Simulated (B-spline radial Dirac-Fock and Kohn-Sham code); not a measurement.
Dipole and non-dipole photoemission parameters of V 2p3/2

System: the V atom, configuration [Ar] 3d3 4s2; threshold 512.1 eV (tabulated edge). Model: Dirac-Hartree-Slater photoionisation with a Latter tail; cross sections with all multipoles, angular parameters from the dipole term and its interference with E2. Program: a radial B-spline solver.

```
hν (eV)  σ (kb)      β       γ      δ
    521    1100  0.524  -0.065  0.011
    530    1150  0.647  -0.072  0.010
    652     723  1.261  -0.054  0.012
    849     382  1.442   0.084  0.018
    944     292  1.464   0.146  0.020
 1486.9    84.3  1.433   0.420  0.031
   1560    73.5  1.422   0.449  0.033
   2860    12.0  1.212   0.796  0.065
 2984.4    10.5  1.194   0.818  0.068
   4480    2.86  1.003   1.016  0.108
   5480    1.47  0.903   1.104  0.135
   5870       ?      ?       ?      ?
   7120   0.602  0.774   1.207  0.176
 8047.8   0.395  0.714   1.252  0.198
   8520   0.323  0.687   1.272  0.209
   9020   0.265  0.660   1.292  0.220
   9120   0.255  0.655   1.295  0.223
 9251.7   0.242  0.648   1.300  0.226
  10900   0.136  0.572   1.352  0.262
  11500   0.112  0.548   1.368  0.274
  12000  0.0961  0.529   1.380  0.284
```

Task: Give the values at 5870 eV.

Result: σ = 1.16 kb, β = 0.869, γ = 1.132, δ = 0.145.

Values without a named source are computed, but for edge energies of neutral atoms, which are taken from tables.
